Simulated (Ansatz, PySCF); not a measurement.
System: Al₂O, singlet: symmetric bend, bond length relaxed. Scanned: Al-O-Al angle. Other coordinates (O-Al bond length) were minimised at B3LYP/def2-TZVP.

Computed with: RKS-PBE/cc-pVTZ = Ansatz (a first-principles code) with restricted PBE/cc-pVTZ; wB97X-V/cc-pVTZ (PySCF); CCSD(T) on RHF/cc-pVTZ, 11 core orbitals frozen (PySCF).

Energies relative to the lowest point of each profile, in kcal/mol; the last columns give the difference from CCSD(T):

| a / ° | RKS-PBE/cc-pVTZ | wB97X-V | CCSD(T) | RKS-PBE/cc-pVTZ − CCSD(T) | wB97X-V − CCSD(T) |
|---|---|---|---|---|---|
| 180 | 0.0 | 0.0 | 0.0 | 0.0 | 0.0 |
| 170 | 0.1 | 0.1 | 0.1 | 0.0 | 0.0 |
| 160 | 0.4 | 0.5 | 0.5 | 0.0 | 0.0 |
| 150 | 1.0 | 1.2 | 1.1 | -0.1 | 0.1 |
| 140 | 2.0 | 2.4 | 2.2 | -0.2 | 0.2 |
| 130 | 3.5 | 4.2 | 3.9 | -0.3 | 0.3 |
| 120 | 5.8 | 6.8 | 6.4 | -0.6 | 0.4 |
| 110 | 9.1 | 10.8 | 10.3 | -1.3 | 0.5 |
| 100 | 13.7 | 16.8 | 16.3 | -2.6 | 0.5 |
| 90 | 20.7 | 26.1 | 25.5 | -4.8 | 0.6 |
| 80 | 32.6 | 41.3 | 40.3 | -7.7 | 1.0 |

RKS-PBE/cc-pVTZ is furthest from CCSD(T) at 80 (-7.7 kcal/mol, below); its mean absolute difference over the points is 1.6 kcal/mol.

wB97X-V is furthest from CCSD(T) at 80 (1.0 kcal/mol, above); its mean absolute difference over the points is 0.3 kcal/mol.
